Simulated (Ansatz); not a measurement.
The same path of C$_{2}$H$_{4}$BClO$_{2}$ (10 atoms, charge 0, multiplicity 1) was run twice with different band settings. Lost on the way: C2–H8. Made: C3–H8.

Method: Ansatz 0.2.0, RKS PBE-D4/def2-SVP.

Relaxed end points:

```xyz
10
Properties=species:S:1:pos:R:3
O -1.919 -1.237 1.084
C -0.926 -0.394 0.747
C -0.114 -0.467 -0.342
B 0.981 0.583 -0.583
O 1.165 1.627 0.279
Cl 2.056 0.454 -2.021
H -1.975 -1.939 0.403
H -0.827 0.416 1.491
H -0.256 -1.300 -1.054
H 1.896 2.206 -0.003
```

```xyz
10
Properties=species:S:1:pos:R:3
O -1.044 -1.254 1.510
C -0.633 -0.104 1.057
C -0.485 -0.015 -0.408
B 1.006 0.569 -0.606
O 1.570 1.240 0.414
Cl 1.873 0.354 -2.135
H -1.263 -1.903 0.775
H -1.109 0.839 -0.766
H -0.741 -0.927 -1.008
H 0.910 1.150 1.168
```

Common settings: spring 5.0 eV/Å²; optimiser quadratic models (default); start path through a guess of the saddle point; force threshold 0.05 eV/Å; end points relaxed.

| run | movable images | climbing image | iteration limit |
| --- | --- | --- | --- |
| 1 | 9 | yes | 57 |
| 2 | 8 | no | 60 |

What does each run give, and how far can it be trusted?

Run 1: converged after 16 iterations, highest image 2.968 eV above the first end. The profile has 2 maxima (images 2, 7) with wells between them (image 4): this band takes more than one step, which may be the mechanism or a detour left from its start path. Neighbouring images differ by up to 1.3 eV, so the band resolves the path poorly. A vibrational analysis at the climbing image gives one clearly imaginary mode, 1306i cm⁻¹: a first-order saddle point.
Run 2: converged after 18 iterations, highest image 2.685 eV above the first end. The profile has 2 maxima (images 2, 6) with wells between them (image 3): this band takes more than one step, which may be the mechanism or a detour left from its start path. Neighbouring images differ by up to 2.1 eV, so the band resolves the path poorly. No image climbed, so the highest image needn't sit at the top of the path.
The orbitals stay closed-shell, which can raise the energy where a bond breaks towards radicals; this wasn't checked here.
